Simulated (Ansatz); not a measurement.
Cartesian coordinates in Å:
```
Br -2.4003 -0.6669 -2.3965
Al -0.8482 -0.2358 -0.8466
C -0.0893 0.7288 0.5893
C 0.7658 -0.5408 0.0862
H -0.4550 0.6429 1.6112
H 0.4121 1.6859 0.4551
H 1.7395 -0.2860 -0.3290
H 0.8755 -1.3280 0.8302
```

The species carries charge 0 and has multiplicity 1.

Task: List the B3LYP/def2-TZVPP orbital energies in eV (Ansatz). (Estimate.)

Result: Computed: Occupied: -13139.40, -1701.05, -1532.74, -1532.71, -1532.70, -1525.01, -276.37, -276.36, -236.83, -177.66, -177.54, -177.51, -112.98, -73.72, -73.55, -73.51, -71.95, -71.92, -71.90, -71.80, -71.80, -21.32, -20.05, -15.93, -12.00, -11.95, -10.65, -9.70, -8.86, -8.81, -7.89, -5.98. Lowest empty: -1.34, -1.27, 0.64, 1.33, 1.94, 2.37, 2.50, 3.79.

B3LYP here is the variant with VWN-RPA as its local correlation; programs differ in this.
